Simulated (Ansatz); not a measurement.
A CCSD(T) single point on Cl₂GeH₄Si, SMILES `Cl[SiH2][GeH2][Cl]`.

```yaml
crystal:
  periodic: [false, false, false]
  atoms:
    - {symbol: Cl, position_ang: [0.265666, 1.140989, -2.440806]}
    - {symbol: Si, position_ang: [-0.190664, 1.108638, -0.432274]}
    - {symbol: Ge, position_ang: [0.174427, -1.094339, 0.392601]}
    - {symbol: Cl, position_ang: [-0.329029, -0.990880, 2.498605]}
    - {symbol: H, position_ang: [0.689012, 2.073723, 0.268037]}
    - {symbol: H, position_ang: [-1.611717, 1.493400, -0.264222]}
    - {symbol: H, position_ang: [1.638531, -1.548969, 0.309899]}
    - {symbol: H, position_ang: [-0.751224, -2.148162, -0.231741]}
basis:
  gaussian: {orbitals: def2-TZVPP}
correlation: {method: ccsd_t}
```

```sh
$ ansatz run in.yaml --threads 4 --pin off --events-out ev --progress --plain --max-ram 10444MiB
```

Log, shortened:

```
Functional definition: HF
1367 factors; integrals over basis functions are off by at most 9.0e-4 eV
mean field evaluation 1: about -89408.3619 eV, gradient 2.0e1 eV
mean field evaluation 2: about -89408.5708 eV, gradient 2.0e1 eV
mean field evaluation 4: about -89410.1599 eV, gradient 3.0e0 eV
mean field evaluation 8: about -89410.1947 eV, gradient 2.1e-1 eV
mean field -89410.19492318 eV, -3285.7640590202 hartree, gradient 3.3e-6 eV, S^2 0.000000; 0 other end points of the search recorded, 0 dependent functions left out
24 core orbitals not correlated: weight in the atoms' cores, before any rotation towards them, 1.000 or more for the frozen orbitals, at most 0.000 for the correlated occupied ones
reference -89410.19492318 eV, -3285.7640590202 hartree; 18, 18 occupied and 188, 188 virtual orbitals, 1367 factors
second order -20.53578386 eV of doubles, -0.00000000 eV of singles
cycle   1  -21.38813696 eV  change   -8.5e-1 eV  update   9.9e-2
cycle   2  -21.99606852 eV  change   -6.1e-1 eV  update   2.9e-2
cycle   3  -22.06772721 eV  change   -7.2e-2 eV  update   1.3e-2
cycle   4  -22.05724309 eV  change    1.0e-2 eV  update   3.0e-3
cycle   5  -22.05661811 eV  change    6.2e-4 eV  update   1.1e-3
cycle   6  -22.05646120 eV  change    1.6e-4 eV  update   3.2e-4
cycle   7  -22.05640439 eV  change    5.7e-5 eV  update   9.9e-5
cycle   8  -22.05643711 eV  change   -3.3e-5 eV  update   3.2e-5
perturbative correction -0.87240130 eV, -0.0320601564 hartree
Total energy: -89433.12376159 eV, -3286.6066782899 hartree
```

It took 110 s on 4 threads of an Arm Neoverse V2 on a shared host, with 3.5 GiB of host memory at the peak.

MP2 recovers 89.6 % of the CCSD(T) correlation energy and the triples give 3.8 %; T1 = 0.0103.
